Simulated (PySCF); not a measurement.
A structure optimised at PBE-D3(BJ)/def2-SVP, used in a PySCF frequency run:

```xyz
11

Ta    -0.0563    -0.0099     0.0000
N     -0.2136    -1.7881     0.0000
H     -0.3544    -2.7987     0.0000
O     -0.7356     0.7722     1.6237
H     -1.1366     0.3861     2.4197
O     -0.7356     0.7722    -1.6237
H     -1.1366     0.3861    -2.4197
C      2.0922     0.3032     0.0000
H      2.5672    -0.1507     0.8953
H      2.5672    -0.1507    -0.8953
H      2.3160     1.3936     0.0000
```
Charge 0, spin multiplicity 1.

Q: Write its SMILES, formula and point group.

A: [CH3][Ta](=[NH])([OH])[OH], CH₆NO₂Ta, Cs

Q: What are its rotational constants (standard atomic weights)?

A: 3.0167, 2.9278, 2.6532 GHz
